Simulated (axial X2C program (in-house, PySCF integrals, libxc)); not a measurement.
# What spin–orbit coupling does to NaV

Computed with an in-house all-electron X2C program for linear molecules (integrals from PySCF). Spin-free means the one-electron spin-free X2C Hamiltonian; two-component (2c) means X2C with spin–orbit coupling and atomic mean-field two-electron Coulomb and Gaunt terms, so the difference of the two also holds small scalar two-electron terms. Basis: V dyall-cv3z [10s10p6d4f2g], Na dyall-cv3z [9s8p5d2f] (cores contracted in-house); Gaussian nuclei, density fitting, unrestricted open shells. Masses: V 50.944 u, Na 22.990 u.

Spin-free state: M_S = 2, Λ = 0 (beyond evenly filled blocks: π+α, π-α, δ+α, δ-α); fragments V + Na.

```tsv
level	Re (Å)	ωe (cm⁻¹)	μ (D)
PBE0	3.053	148.1	2.11
M06	2.925	174.0	4.71
```

Dipoles are positive if Na is the positive end.

Two-component determinant lowest at the distance of the search:

Ω = 2 (⟨Sz⟩ = 2.00, ⟨Lz⟩ = 0.00 at PBE0); fragments V + Na.

```
level  Re (Å)  ωe (cm⁻¹)  μ (D)
 PBE0   3.054      148.1   2.11
  M06   2.925      173.8   4.71
```

(1) From the two tables, how do the constants change at the PBE0 level (2c against spin-free)?

One determinant describes the state; a PBE0 search over occupations chose it and may have missed a lower one. De is not given where an atomic determinant may have missed its ground term or J level, or where the truncated virtual space spoils (T). Density functionals use the spin component along the axis (collinear). Other states lie close and PBE0, whose exact exchange favours high spin, may order them wrongly; the determinant shown need not be the ground state. The nearest other spin-free determinant of the search, M_S = 2, Λ = 1, lies 0.019 eV up at the distance of the search. Without a current term, density functionals place determinants with orbital angular momentum somewhat too high. With several unpaired electrons one determinant need not be a pure state. A state of lower Ω lies just above, and one determinant can place such states too high, so the state shown need not be the lowest. The search has Ω = 1 only 0.01 eV up. Open-shell Ω = 0 determinants with evenly filled partner blocks cannot be reached by this program, so the Ω shown need not be the lowest component. The determinant is spin-polarised beyond a pure state at some levels (its spin-free form has ⟨S²⟩ too high), which makes Re and μ there less reliable.

## Answers

(1) At the PBE0 level Re is unchanged within 0.001 Å and ωe doesn't move by more than 0.2 cm⁻¹.
